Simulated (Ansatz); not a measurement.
Species: [Ti(NH2)4] (charge 0, multiplicity 1), formula H8N4Ti.

Question: How many basis functions does frozen-core CCSD(T)/def2-TZVPP // r2SCAN-D4/def2-SVP (Ansatz, a quantum-chemistry and plane-wave program) use, how many core orbitals are frozen, and how many electrons are correlated?

Answer: 300 basis functions and 9 frozen orbitals, which leaves 40 correlated electrons. Core time is of the order of minutes.
